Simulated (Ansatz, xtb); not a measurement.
# C6H8O: 3 structures ranked

3 gas-phase structures of C6H8O, from a drawn sample of its isomers (lower ones may exist). Each was relaxed with GFN2-xTB; where two conformers were screened, the lower at r2SCAN-D4/def2-SVP//GFN2-xTB is listed:

A. `C=CC1(C=C)CO1`, a singlet
B. `C=C[C@@H]1O[C@H]1C=C`, a singlet
C. `C=C[C@@H]1O[C@@H]1C=C`, a singlet

Which do you expect lowest at r2SCAN-D4/def2-SVP//GFN2-xTB, and how would the others follow?

Calculated order at r2SCAN-D4/def2-SVP//GFN2-xTB: B (0.0), C (0.6), A (1.4) kcal/mol. Less than 1 kcal/mol parts B and C; C and A, so the order within those pairs means little.

Energies above the lowest of each column, in kcal/mol; the last columns are at r2SCAN-D4/def2-SVP geometries:

| structure | GFN2-xTB | HF/STO-3G | r2SCAN-D4/def2-SVP//GFN2-xTB | r2SCAN-D4/def2-SVP | CCSD(T)/def2-SVP + ΔMP2/def2-TZVPP |
| --- | --- | --- | --- | --- | --- |
| B | 0.0 | 0.0 | 0.0 | 0.0 | 0.0 |
| C | 1.3 | 1.4 | 0.6 | 0.6 | 0.7 |
| A | 2.4 | 2.1 | 1.4 | 1.6 | 1.1 |

Every level run on B puts it lowest or level with the lowest. Flexible structures stand in one conformer each, not always the lowest. ΔMP2 is the change of the MP2 energy from the smaller to the larger basis.

Programs: Ansatz 0.2.0, xtb 6.7.1.
